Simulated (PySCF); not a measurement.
A GIAO shielding run with PySCF 2.14.0 with density-fitted response routines (density fitting, non-relativistic, gas phase) on `C=Cc1pc(C=C)c(C)[p-]1`, [C8H9P2]-:

```
$ OMP_NUM_THREADS=1 python probes_run.py task.json out

{"job": {"kind": "nmr", "xc": "WP04", "basis": "pcSseg-1", "pop": false}, "charge": -1, "multiplicity": 1}
C      3.306095    -0.969675     0.791506
C      2.484782    -1.109046    -0.268962
C      1.036323    -0.990382    -0.320765
P      0.022009    -0.620019     1.055498
C     -1.499003    -0.678164     0.152166
C     -2.789393    -0.435594     0.784322
C     -3.052243    -0.071204     2.054929
C     -1.400962    -0.976269    -1.225538
C     -2.594827    -1.065456    -2.139386
P      0.205910    -1.240204    -1.855678
H      2.917130    -0.734856     1.787678
H      4.388320    -1.088439     0.685800
H      2.957734    -1.345806    -1.234715
H     -3.659488    -0.570344     0.126943
H     -2.248096     0.091342     2.779466
H     -4.080917     0.070130     2.399260
H     -2.281729    -1.314465    -3.165735
H     -3.158625    -0.116224    -2.191600
H     -3.312800    -1.843380    -1.820770
```

Hardware: 1 thread of an Arm Neoverse N1, shared host. The job also computes ring-centre shieldings.

Task: How large is the calculation?

Result: 88 electrons, 229 basis functions and 1228 auxiliary functions.

Task: How long does it take, and how much memory does it need?

Result: 77 s of wall time, with 17 SCF cycles and 4 response iterations; peak memory 1.2 GiB. Times on a shared host scatter by some tens of per cent.

Task: And these other runs on the same molecule and hardware: GIAO shielding at PBE0/pcSseg-1?

Result: PBE0/pcSseg-1: 229 functions, 110 s.
